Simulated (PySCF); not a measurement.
Job file and geometry (Å, from GFN2-xTB) of an NMR shielding run on `F[P@OH8-](F)(F)(F)(F)F`, [F6P]-, GIAO PBE0/pcSseg-1 NMR shielding, non-relativistic, gas phase (PySCF); density fitting, a coarse starting grid and PySCF grid level 2 are the driver's defaults:

```
$ OMP_NUM_THREADS=1 python probes_run.py task.json out

{"job": {"kind": "nmr", "xc": "PBE0", "basis": "pcSseg-1"}, "charge": -1, "multiplicity": 1}
F     -0.618281    -1.489140     0.220833
P      0.000454     0.000676    -0.003844
F      0.928687    -0.566989    -1.215911
F     -0.927792     0.568229     1.208208
F      1.187125    -0.331277     1.061597
F     -1.186071     0.332679    -1.069295
F      0.619211     1.490726    -0.228666
```

**Question.** What does the program print?

**Answer.** 
```
coarse grid: 8144 points
cycle   1  E = -939.6539818251  dE =  9.847e-01  |g| = 1.194e+00  |ddm| = 2.542e+00
cycle   2  E = -939.5115751138  dE =  1.424e-01  |g| = 1.593e+00  |ddm| = 1.585e+00
cycle   3  E = -939.8645237191  dE = -3.529e-01  |g| = 2.156e-02  |ddm| = 9.059e-01
cycle   4  E = -939.8645718130  dE = -4.809e-05  |g| = 1.159e-02  |ddm| = 2.557e-02
cycle   5  E = -939.8645969386  dE = -2.513e-05  |g| = 1.381e-03  |ddm| = 1.043e-02
cycle   6  E = -939.8645971277  dE = -1.890e-07  |g| = 1.979e-04  |ddm| = 6.142e-04
final grid: 81552 points
cycle   7  E = -939.9391187375  dE = -2.843e-05  |g| = 1.300e-03  |ddm| = 1.100e-02
cycle   8  E = -939.9391187921  dE = -5.456e-08  |g| = 1.117e-03  |ddm| = 1.377e-03
cycle   9  E = -939.9391189756  dE = -1.835e-07  |g| = 3.019e-04  |ddm| = 8.658e-04
cycle  10  E = -939.9391189865  dE = -1.090e-08  |g| = 7.961e-05  |ddm| = 1.452e-04
cycle  11  E = -939.9391189874  dE = -9.163e-10  |g| = 2.331e-05  |ddm| = 5.607e-05
converged SCF energy = -939.9391189874

GIAO shielding tensors (ppm)
atom      isotropic    diamagn.    paramagn.     s11        s22        s33       span
  0 F      257.110     474.869    -217.759    187.233    187.345    396.753    209.520
  1 P      441.771     949.631    -507.860    441.758    441.769    441.787      0.029
  2 F      257.085     474.855    -217.770    187.250    187.258    396.747    209.497
  3 F      257.097     474.872    -217.775    187.270    187.280    396.740    209.470
  4 F      257.074     474.875    -217.802    187.173    187.255    396.793    209.620
  5 F      257.089     474.860    -217.771    187.205    187.287    396.775    209.569
  6 F      257.060     474.865    -217.805    187.135    187.246    396.798    209.663
```

**Question.** Turn these shieldings into chemical shifts. Scale: CFCl3 for 19F (170.95 ppm); H3PO4 for 31P (318.38 ppm) (reference shieldings calculated alike).

**Answer.** Averaging equivalent atoms: F 6: -86.1; F 4/5: -86.1; F 2/3: -86.1; F 0: -86.2; P 1: -123.4 ppm. Unscaled 19F shifts against computed CFCl3 carry errors that often reach 10 to 50 ppm. Experimental scales use liquid or dissolved standards, which lie at an offset from isolated H3PO4.

Size and cost of the density-fitted run: 126 basis functions, about 23 core-seconds.
